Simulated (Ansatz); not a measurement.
Program: Ansatz 0.2.0.

Basis-set series for CHFO$_{2}$Sn. The species carries charge 0 and has multiplicity 1. Sn: def2 effective core potential. The bonds changed during the relaxation, so this is another structure than the one it started from. The geometry is a stationary point of PBE0-D4/def2-TZVP.

```xyz
6

O    -0.7116    2.2092   -0.2124
C     0.0684    1.4679    0.1874
O     0.8893    0.7496    0.6004
Sn    0.2588   -1.8562    0.5043
F    -1.3884   -0.8688    0.0800
H     0.8835   -1.7017   -1.1597
```

```tsv
functional	basis	functions	energy (Eh)	HOMO (eV)	LUMO (eV)
PBE0-D4	def2-SVP	87	-502.83438	-6.75	-2.18
PBE0-D4	def2-TZVPP	188	-503.19371	-6.89	-2.32
ωB97M-V	def2-SVP	87	-502.99901	-8.80	-0.28
ωB97M-V	def2-TZVPP	188	-503.36775	-8.98	-0.53
```

(1) Give the rows for def2-QZVPP. (Estimate.)

## Answers

(1) The calculation gave: 
```
functional       basis  functions  energy (Eh)  HOMO (eV)  LUMO (eV)
   PBE0-D4  def2-QZVPP        340   -503.21129      -6.91      -2.33
   ωB97M-V  def2-QZVPP        340   -503.38440      -9.01      -0.58
```
